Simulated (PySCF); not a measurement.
## Basis and Hamiltonian dependence of the ionisation energy of Ta

Ta [Xe] 4f14 5d3 6s2 (4F) → Ta⁺ [Xe] 4f14 5d3 6s1 (5F). All values are computed (PySCF 2.14, energy differences of UHF-based or UKS calculations, no spin-orbit coupling). Values in eV.

| basis | Hamiltonian | functions | UHF | r2SCAN | PBE0 | MP2 (valence) | CCSD(T) (valence) | CCSD(T) (valence and next inner shell) |
| --- | --- | --- | --- | --- | --- | --- | --- | --- |
| def2-SVP with the def2 core potential (60 electrons) | ECP | 32 | 5.730 | n/a | n/a | 6.585 | n/a | n/a |
| cc-pVDZ-PP with ECP60MDF | ECP | 38 | 5.766 | n/a | n/a | 6.810 | n/a | n/a |
| def2-TZVP with the def2 core potential (60 electrons) | ECP | 40 | 5.723 | 6.814 | n/a | 6.721 | n/a | n/a |
| aug-cc-pVDZ-PP with ECP60MDF | ECP | 54 | 5.760 | 6.853 | 7.080 | 6.869 | 7.219 | n/a |
| def2-TZVPPD with the def2 core potential (60 electrons) | ECP | 59 | 5.723 | 6.815 | 7.040 | 6.864 | 7.178 | 7.340 |
| aug-cc-pwCVDZ-PP with ECP60MDF | ECP | 70 | 5.736 | 6.827 | 7.054 | 6.854 | 7.192 | 7.338 |
| def2-QZVPPD with the def2 core potential (60 electrons) | ECP | 84 | 5.723 | 6.815 | 7.033 | 6.917 | 7.228 | 7.381 |
| aug-cc-pVTZ-PP with ECP60MDF | ECP | 88 | 5.739 | 6.830 | 7.045 | 6.950 | 7.267 | n/a |
| x2c-TZVPPall | spin-free X2C | 97 | 5.772 | 7.044 | 7.187 | 6.929 | 7.272 | n/a |
| ANO-RCC-VTZP | spin-free X2C | 104 | 5.758 | 7.041 | 7.163 | 6.782 | 7.154 | n/a |
| x2c-TZVPPall with one added diffuse shell each of s, p, d, f type | spin-free X2C | 113 | 5.772 | 7.039 | 7.184 | 6.938 | 7.280 | n/a |
| aug-cc-pwCVTZ-PP with ECP60MDF | ECP | 122 | 5.736 | 6.829 | 7.045 | 6.953 | n/a | n/a |
| x2c-QZVPPall | spin-free X2C | 144 | 5.737 | n/a | n/a | n/a | n/a | n/a |
| aug-cc-pV5Z-PP with ECP60MDF | ECP | 197 | 5.735 | n/a | n/a | n/a | n/a | n/a |

Frozen in the all-electron rows: valence: [Xe] 4f14; valence and next inner shell: [Kr] 4d10 4f14; with a core potential, the same shells as far as they lie outside it.

Reference for a calculation without spin-orbit coupling: 7.573 eV (measured, between term centres; NIST).
